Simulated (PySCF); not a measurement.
GeH3ISe. Atoms are numbered in the order given.

```xyz
6

Se     1.1634    -0.4489     0.0000
I     -0.3179     1.6524     0.0000
Ge    -0.6206    -2.0376     0.0000
H      0.0953    -3.4032     0.0000
H     -1.4728    -1.8536     1.2671
H     -1.4728    -1.8536    -1.2671
```
Charge 0, spin multiplicity 1.

Geometry: B3LYP-D3(BJ)/def2-SVP. The structure was generated by enumeration, and PubChem lists no compound with its InChIKey, so it may never have been made. The def2 effective core potentials stand for the cores of I; spin–orbit coupling is left out.

These are PySCF with PBE/def2-TZVPD values and carry that method's errors.

The molecule is in vacuum.

```json
{
 "total_energy": "-4777.41075 hartree",
 "point_group": "Cs",
 "highest_occupied_level": "-5.62 eV",
 "lowest_empty_level": "-3.77 eV",
 "orbital_gap": "1.84 eV",
 "dipole_moment": "1.43 D",
 "quadrupole, principal values (traceless, Buckingham form, about the centre of nuclear charge)": "-4.92, -0.45, 5.37 D·Å",
 "mean_static_polarisability": "103.3 bohr³ (15.31 Å³)",
 "polarisability_principal_values": "80.3, 96.1, 133.5 bohr³"
}
```
